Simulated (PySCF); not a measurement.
## Correlation energy of S³⁺ (sulfur, charge +3)

[Ne] 3s2 3p1, 2P determinant. All numbers are calculated (PySCF 2.14, the spin-free X2C one-electron Hamiltonian (Gaussian nucleus), in x2c-QZVPPall with one added diffuse shell each of s, p, d, f type (10s7p5d3f1g, 86 functions)). Frozen: 1s2; 11 electrons correlated.

| level | correlation energy (mhartree) |
| --- | --- |
| CCSD | -254.36 |
| (T) | -3.03 |
| CCSD(T) | -257.39 |

Diagnostics: T1 = 0.0064, D1 = 0.0263, largest double amplitude 0.099.

Cost of the coupled-cluster step: roughly 21 core-seconds, for 11 correlated electrons.

This basis was not built for core-valence correlation, so the inner-shell part is incomplete.
